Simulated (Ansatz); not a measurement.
**Isomers**

Structures of SiH3SeO (charge -1), singlet, relaxed at PBE0-D4/def2-TZVPD (vibrations not checked; lower isomers may exist, and structures with a doubtful reference or unclear bonds are left out). Ansatz 0.2.0; basis: def2-TZVPPD; cores frozen in the correlated methods. Filled d shells of the heavier atoms are correlated. The def2 sets are not built for correlating such inner shells, so the correlated values are less sure here. B3LYP uses VWN-RPA correlation.

(1) Rank them by CCSD(T) energy, lowest first, and give each one's height above the lowest. Links in brackets join atoms within 1.22 times the sum of their covalent radii (1.1 for two metals). (To be estimated.)
A.
SiH₃SeO ([OH][SiH2][Se]), total charge -1
```
6
angstrom
O -1.0657 1.0239 0.9086
Se 0.8223 -1.5306 0.3445
Si -0.4429 0.1037 -0.3623
H -1.6548 -0.3105 -1.1557
H 0.2350 1.1086 -1.2570
H -0.7301 0.6353 1.7222
```
B.
SiH₃SeO ([O][Se][SiH3]), total charge -1
```
6
angstrom
O 1.9924 -1.0800 1.2204
Se 0.6032 -1.6136 0.3491
Si -0.4304 0.3068 -0.2624
H -1.6727 -0.0298 -1.0395
H 0.3773 1.2242 -1.1377
H -0.8698 1.1923 0.8701
```
C.
SiH₃SeO ([OH][SiH][SeH]), total charge -1
```
6
angstrom
O -0.9140 -0.4720 -0.7136
Si 0.2763 0.3569 0.2337
Se 1.9464 -1.3747 0.7066
H -1.6489 -0.6976 -0.1423
H 1.1413 0.7740 -0.9655
H 1.5379 -1.6247 2.0970
```

(2) Do PBE-D4, r2SCAN-D4, PBE0-D4, B3LYP-D4, wB97M-V, HF, MP2 give the same order? (A judgement: the text doesn't fix the answer.)

No T1 diagnostic of these runs exceeds 0.018.

For scale, one of the runs: CCSD(T)/def2-TZVPPD, 196 basis functions, launched by `ansatz run in.yaml --threads 2 --pin off --events-out ev --progress --plain --max-ram 4352MiB`. Hardware: 2 CPU threads of an Arm Neoverse V2, shared host. Wall time 94 s; peak host memory 2.2 GiB.

Results:

(1) Computed: A (0.0 kJ/mol), C (159.2 kJ/mol), B (352.3 kJ/mol). Heights count from the lowest.

(2) The calculation gives: All do.
